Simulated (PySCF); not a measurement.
Gas-phase reaction: 2 In(CH₃)₃ + 4 OH = 2 InCH₃ + 4 H₂O + C₄H₈ (isobutene)

Energies from PySCF, thermal terms from the rigid-rotor harmonic-oscillator model, ideal gas at 1 bar. † marks an energy on the PBE0/def2-TZVP geometry and frequencies; other levels use their own. Open shells (unrestricted): OH (multiplicity 2, electronic degeneracy 4); the rest are closed-shell singlets. Spin-orbit splitting is ignored; it lowers the true energy and changes the entropy of OH. In: scalar-relativistic def2 core potential, no spin-orbit coupling. Methyl groups turn as free rotors in In(CH₃)₃. InCH₃: computed as isolated molecules; such fragments, hydroxides, amides, oligomers or adducts are transient or little studied in the gas. The harmonic model lacks anharmonicity and excited electronic states, which grow with temperature; levels with a mode under 35 cm⁻¹ are left out. Internal rotation in C₄H₈ (isobutene) is treated as a harmonic vibration of one conformer, which makes the entropy rough. Soft modes under 120 cm⁻¹ make the harmonic entropy rough for In(CH₃)₃.

| level | ΔE electronic, kJ | ΔH°(298 K), kJ | ΔS°(298 K), J/K | ΔG°(1800 K), kJ |
|---|---|---|---|---|
| PBE/def2-SVP | -1019 | -980 | 84 | -1089 |
| PBE/def2-TZVP† | -1017 | -975 | 85 | -1087 |
| PBE0/def2-SVP† | -948 | -907 | 85 | -1019 |
| PBE0/def2-TZVP | -944 | -903 | 85 | -1015 |
| ωB97X-V/def2-TZVP† | -920 | -878 | 85 | -990 |
ΔH° is lowest at PBE/def2-SVP and highest at ωB97X-V/def2-TZVP†. No reference value is set beside these.
